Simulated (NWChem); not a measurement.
System: 1-butanol (C4H10O); SMILES C(O)CCC

```xyz
15

C      0.3373    -2.5111     0.0000
C     -0.5080    -1.2329    -0.0016
C      0.3407     0.0444     0.0003
C     -0.4956     1.3176    -0.0006
O      0.3932     2.4296     0.0008
H      0.9856    -2.5576    -0.8835
H     -0.2934    -3.4075    -0.0010
H      0.9825    -2.5575     0.8858
H     -1.1708    -1.2334     0.8757
H     -1.1671    -1.2332    -0.8816
H      0.9959     0.0604     0.8815
H      0.9988     0.0610    -0.8788
H     -1.1521     1.3327     0.8863
H     -1.1498     1.3330    -0.8892
H     -0.1398     3.2388     0.0025
```
Atoms are numbered in this order, from 1.

All runs use the structure optimised with B3LYP/6-31G* (spherical d).

Give the principal values of the shielding tensors (ppm) of C1, C2, C3, C4, O5 from BHandHLYP/pcSseg-1, GIAO (NWChem), with their diamagnetic and paramagnetic parts as GIAO splits them.


| atom | σ11 | σ22 | σ33 | isotropic | diamagnetic | paramagnetic |
|---|---|---|---|---|---|---|
| C1 | 157.1 | 162.0 | 185.4 | 168.2 | 247.4 | -79.2 |
| C2 | 154.2 | 162.2 | 171.6 | 162.7 | 248.0 | -85.3 |
| C3 | 124.5 | 148.2 | 171.4 | 148.0 | 246.7 | -98.7 |
| C4 | 91.6 | 102.9 | 159.5 | 118.0 | 243.4 | -125.4 |
| O5 | 263.4 | 264.6 | 382.7 | 303.6 | 390.8 | -87.2 |
